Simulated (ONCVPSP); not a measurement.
**An all-electron radial function and its pseudo partner (Ne (Z = 10))**

Columns: radius, all-electron u(r) and pseudo u(r) of the 2p shell (level -13.53 eV) of neon in the configuration [He] 2s2 2p6; LDA (Perdew-Zunger), scalar-relativistic, ONCV scheme, ONCVPSP 4.0.1.

```
r (bohr)  all-electron  pseudo
   0.070        0.1009  0.0344
   0.140        0.2934  0.1323
   0.210        0.4898  0.2785
   0.280        0.6562  0.4519
   0.350        0.7833  0.6288
   0.420        0.8716  0.7877
   0.490        0.9262  0.9125
   0.560        0.9537  0.9951
   0.630        0.9599  1.0346
   0.700        0.9503  1.0365
   0.770        0.9293  1.0101
   0.840        0.9003  0.9656
   0.910        0.8661  0.9124
   0.980        0.8287  0.8574
   1.050        0.7894  0.8048
   1.120        0.7495  0.7563
   1.190        0.7096  0.7119
   1.260        0.6704  0.6709
   1.330        0.6323  0.6323
   1.400        0.5954  0.5954
   1.470        0.5600  0.5600
   1.540        0.5262  0.5261
   1.610        0.4939  0.4939
   1.680        0.4633  0.4633
   1.750        0.4344  0.4343
   1.820        0.4070  0.4069
```

How many radial nodes do the two functions have?

The all-electron 2p function has n − l − 1 = 0; the pseudo-wave has 0.

At about which radius was the pseudo-wave matched?

1.40 bohr, where the columns begin to agree (steps of 0.07 bohr).

Is the pseudo-wave norm-conserving?

Yes: the ONCV scheme keeps the norm inside the radius equal to the all-electron one, which fixes the energy derivative of the logarithmic derivative at the level.
